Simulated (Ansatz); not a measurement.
Consider the atomization: `FB1[SiH2]BCS1` → 2 B• + C• + F• + 5 H• + S• + Si•.

Calculated with Ansatz (gas phase, PBE0-D4/def2-TZVP geometries, no zero-point term in ΔE). CCSD(T)/CBS adds triple-zeta CCSD(T) − MP2 to the extrapolated MP2 energy (def2 sets, frozen cores). This one scheme is used for every species, atoms too. Functionals use def2-TZVPP. HSE06 is defined as in plane-wave codes. No spin–orbit coupling; open shells (•) take unrestricted orbitals. Spin–orbit coupling would lower the free atoms: a little for B, C, F, S, Si.

`FB1[SiH2]BCS1`:

```xyz
11

F    -2.188    1.630   -1.360
B    -1.191    0.972   -0.783
Si   -1.210   -0.843    0.116
B     0.748   -0.798    0.582
C     1.451    0.515    0.108
S     0.429    1.752   -0.765
H    -2.096   -0.918    1.314
H    -1.569   -1.968   -0.797
H     1.419   -1.609    1.151
H     1.909    1.009    0.975
H     2.298    0.259   -0.541
```

```tsv
level	ΔE (eV)
HSE06	42.71
MP2/def2-SVP	40.98
CCSD/def2-TZVPP	40.56
HF/CBS(def2)	32.14
```

**Question.** What does CCSD(T)/CBS give? (An estimate is asked.)

**Answer.** Computed: +42.31 eV. The listed levels differ from it by 0.40, -1.33, -1.75, -10.17 eV.

**Question.** What do rigid-rotor, harmonic-oscillator terms from PBE0-D4/def2-TZVP frequencies (298.15 K, 1 bar) make of the CCSD(T)/CBS value? (Estimate.)

**Answer.** Computed: ΔZPE = -1.75 eV, ΔH = +41.04 eV, ΔS = 1177 J/(mol·K), ΔG = +37.40 eV. Open shells count their whole term as degenerate.

Largest T1 diagnostic among the species: 0.015.

Leaving LDA and LC-ωPBE aside and taking each functional with its dispersion term where it has one, the values, not all of them listed here, spread over 2.03 eV, from BHLYP-D4 to PBE-D4. LDA lies +5.54 eV from PBE without D4, its usual overbinding. At CCSD(T), def2-SVP lies −2.11 eV from the extrapolated value and def2-TZVPP −1.07 eV: correlation converges slowly with the basis, and small sets miss more of it in the bonded molecule than in its fragments.

For atomizations the MP2-based limit and the directly extrapolated one differ by several kJ/mol either way, and by 10 to 25 for some Ge, Se and Sn compounds, so smaller differences from it don't rank the levels.
